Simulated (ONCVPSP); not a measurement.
# manganese, ONCV: configuration errors across variants

ONCVPSP 4.0.1 input, shortened (lines: element, Z, core and valence counts, functional; n l f; lmax; l rc ep ncon nbas qcut; lloc lpopt rc5 dvloc0; l nproj debl; icmod fcfact rcfact), LDA (Perdew-Zunger), scalar-relativistic:

```
  Mn 25.00    3    4        3      upf
    1    0    2.00
    2    0    2.00
    2    1    6.00
    3    0    2.00
    3    1    6.00
    3    2    5.00
    4    0    2.00
    3
    0    1.50    0.00    4    7    7.30
    1    1.15    0.00    4    8   14.80
    2    1.85    0.00    5    8    7.90
    3    1.90    0.08    4    8    6.10
    4    5    0.90    0.00
    0    2    3.10
    1    2    1.00
    2    1    0.70
    3    3    0.90
    1    0.65    0.00
```

In the p channel the program set the typed energies aside and used -2.002, 0.250 Ha.

All-electron excitation energies from the reference (eV): (1) 3s2 3p6 3d5 4s1 8.654; (2) 3s2 3p6 3d5 4s0 24.531; (3) 3s2 3p6 3d4 4s0 57.342; (4) 3s2 3p6 3d5 4s1.5 3.465.

5 further variants failed, have other tests or too few solved ones, and are left out.

A true bound ghost makes a file unfit for plane-wave use even where its test errors are small: the radial tests pick states by their node count and pass the ghost by.

Errors AE − PS in meV (a dash: test not solved or not reliable):

| change | (1) | (2) | (3) | (4) | bound ghosts | GHOST(+) flags above zero |
| --- | --- | --- | --- | --- | --- | --- |
| base | +0.6 | +3.8 | +12 | 0.0 | none | none |
| s: qcut 5.3; p: qcut 10.8; d: qcut 5.8; f: qcut 4.5 | +1.2 | +5.7 | +33 | +0.2 | f | none |
| s: qcut 6.2; p: qcut 12.5; d: qcut 6.7; f: qcut 5.2 | +0.9 | +4.7 | +22 | +0.1 | none | f |
| s: qcut 6.8; p: qcut 13.9; d: qcut 7.4; f: qcut 5.7 | +0.7 | +4.1 | +15 | 0.0 | none | f |
| s: qcut 7.2; p: qcut 14.6; d: qcut 7.8; f: qcut 6 | +0.7 | +3.9 | +13 | 0.0 | none | f |

Task: Give the same row for: s: qcut 8.2; p: qcut 16.5; d: qcut 8.8; f: qcut 6.8.

Result: +0.5, +3.5, +7.2, 0.0; bound ghosts: none; GHOST(+) flags above zero: none.
